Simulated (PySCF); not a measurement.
An equivalent PySCF input for Cl⁺ (chlorine, charge +1), [Ne] 3s2 3p4, high-spin 3P determinant, with the spin-free X2C one-electron Hamiltonian (Gaussian nucleus):

```python
from pyscf import gto, scf, dft, mp, cc
import basis_set_exchange as bse
mol = gto.M(atom="Cl 0 0 0", charge=1, spin=2, symmetry="D2h",
            basis=gto.basis.parse(bse.get_basis("cc-pVTZ-DK", elements=["Cl"], fmt="nwchem", header=False)),
            nucmod="G")
mf = dft.UKS(mol, xc="R2SCAN").sfx2c1e()
mf.irrep_nelec = {'Ag': (3, 3), 'B1u': (2, 1), 'B2u': (2, 2), 'B3u': (2, 1)}
mf.kernel()
```

It reaches the same state as the run whose output follows, with an energy that differs only through the grid. The run itself started from symmetry-adapted Hartree-Fock orbitals and held the occupation by maximum overlap, on a logarithmic radial grid, so the iterations belong to that start.

```
SCF conv_tol = 1e-09
number electrons alpha = 9  beta = 7
XC functionals = R2SCAN
    J. W. Furness, A. D. Kaplan, J. Ning, J. P. Perdew, and J. Sun.,  J. Phys. Chem. Lett. 11, 8208-8215 (2020)
    J. W. Furness, A. D. Kaplan, J. Ning, J. P. Perdew, and J. Sun.,  J. Phys. Chem. Lett. 11, 9248-9248 (2020)
    J. W. Furness, A. D. Kaplan, J. Ning, J. P. Perdew, and J. Sun.,  J. Phys. Chem. Lett. 11, 8208-8215 (2020)
    J. W. Furness, A. D. Kaplan, J. Ning, J. P. Perdew, and J. Sun.,  J. Phys. Chem. Lett. 11, 9248-9248 (2020)
cycle= 1 E= -461.063143221766  delta_E= -0.00649  |g|= 0.0185  |ddm|= 0.117
cycle= 2 E= -461.063296602631  delta_E= -0.000153  |g|= 0.00305  |ddm|= 0.0291
cycle= 3 E= -461.063302173718  delta_E= -5.57e-06  |g|= 0.000578  |ddm|= 0.00613
cycle= 4 E= -461.063302416649  delta_E= -2.43e-07  |g|= 0.000178  |ddm|= 0.00171
cycle= 5 E= -461.063302426506  delta_E= -9.86e-09  |g|= 1.35e-05  |ddm|= 0.000241
cycle= 6 E= -461.063302426688  delta_E= -1.82e-10  |g|= 6.25e-07  |ddm|= 6.57e-05
converged SCF energy = -461.063302426688  <S^2> = 2.0059182  2S+1 = 3.0039429
```
